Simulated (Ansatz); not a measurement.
Cl4Ti, charge +1, doublet, geometry from GFN2-xTB (such geometries of metal compounds can be far from the true shape) (the multiplicity is a formal guess); SVWN5/6-31G (Ansatz, a program for electronic structure).

Ansatz was given this input:
Ansatz 0.2 input:
```yaml
crystal:
  periodic: [false, false, false]
  atoms:
    - {symbol: Ti, position_ang: [0.00000000, -0.00000000, -0.00000000]}
    - {symbol: Cl, position_ang: [1.69747891, -0.53617898, -1.16148900]}
    - {symbol: Cl, position_ang: [0.61687574, 0.47973787, 1.97668792]}
    - {symbol: Cl, position_ang: [-0.95238075, 1.68724787, -0.87415377]}
    - {symbol: Cl, position_ang: [-1.36197391, -1.63080675, 0.05895485]}
basis:
  gaussian:
    orbitals: 6-31G
hamiltonian:
  xc: {name: SVWN5}
total_charge: 1
magnetization: {spin_polarized: true, initial_magnetization: 1}
scf: {lower_state_search: full}
```

**Question.** Predict the main parts of the log of this Ansatz run.

**Answer.** 
```
Functional definition: SVWN5
964 factors; integrals over basis functions are off by at most 1.5e-4 eV
mean field evaluation 1: about -72979.3292 eV, gradient 1.8e1 eV
mean field evaluation 2: about -72979.3302 eV, gradient 1.8e1 eV
mean field evaluation 4: about -72976.2200 eV, gradient 3.3e1 eV
mean field evaluation 8: about -72980.5351 eV, gradient 8.7e0 eV
mean field evaluation 16: about -72981.2592 eV, gradient 1.9e-1 eV
mean field evaluation 32: about -72981.2108 eV, gradient 9.3e-7 eV
mean field evaluation 64: about -72980.3186 eV, gradient 7.4e-2 eV
mean field evaluation 96: about -72981.2597 eV, gradient 7.6e-5 eV
mean field evaluation 128: about -72979.7799 eV, gradient 2.4e-1 eV
mean field evaluation 160: about -72981.1869 eV, gradient 1.5e0 eV
mean field evaluation 192: about -72980.0350 eV, gradient 1.4e1 eV
mean field evaluation 224: about -72974.2349 eV, gradient 3.2e1 eV
mean field -72981.25971042 eV, -2682.0118258832 hartree, gradient 5.3e-6 eV, S^2 0.752974; 17 other end points of the search recorded, 0 dependent functions left out
reference -72981.25978646 eV, -2682.0118286778 hartree; 45, 44 occupied and 36, 37 virtual orbitals, 964 factors
Total energy: -72981.25978646 eV, -2682.0118286778 hartree
```
